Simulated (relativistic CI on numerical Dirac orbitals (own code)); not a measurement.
**Charge states of europium**

Calculated at this level of theory: Dirac-Coulomb-Breit CI, separate exchange-only KLI orbitals for each configuration, model QED, valence Slater integrals scaled by 0.9 (own radial code, finite nucleus).

Each species is treated in one configuration, given outside its closed core. Radial values are for the open shell of highest l, unscaled and averaged over j; ζ includes the Breit term. Labels give the leading LS character, summed over repeated terms.

```csv
Ion,Configuration,Its lowest level,LS weight (%),Next level,E (cm⁻¹),⟨r⟩ (bohr),⟨r²⟩ (bohr²),ζ (cm⁻¹)
Eu⁵³⁺,2s2 2p6,1S_0,100,,,,,
Eu⁵⁴⁺,2s2 2p5,?,?,?,?,?,?,?
Eu⁵⁵⁺,2s2 2p4,3P_2,69,1S_0,371030,0.08056,0.007894,3.646e+06
Eu⁵⁶⁺,2s2 2p3,J = 3/2 (mixed),48,4S°_3/2,5.32e+06,0.07999,0.007778,3.706e+06
Eu⁵⁷⁺,2s2 2p2,3P_0,69,3P_1,5.4398e+06,0.07944,0.007666,3.766e+06
Eu⁵⁸⁺,2s2 2p,2P°_1/2,100,2P°_3/2,5.7499e+06,0.0789,0.007559,3.828e+06
Eu⁵⁹⁺,2s2,1S_0,100,,,,,
Eu⁶⁰⁺,2s,2S_1/2,100,,,0.08952,0.00947,
Eu⁶¹⁺,1s2,1S_0,100,,,,,
```

(1) Fill in the row of Eu⁵⁴⁺.

## Answers

(1) Its lowest level 2P°_3/2; LS weight (%) 100; Next level 2P°_1/2; E (cm⁻¹) 5.3877e+06; ⟨r⟩ (bohr) 0.08114; ⟨r²⟩ (bohr²) 0.008013; ζ (cm⁻¹) 3.587e+06.
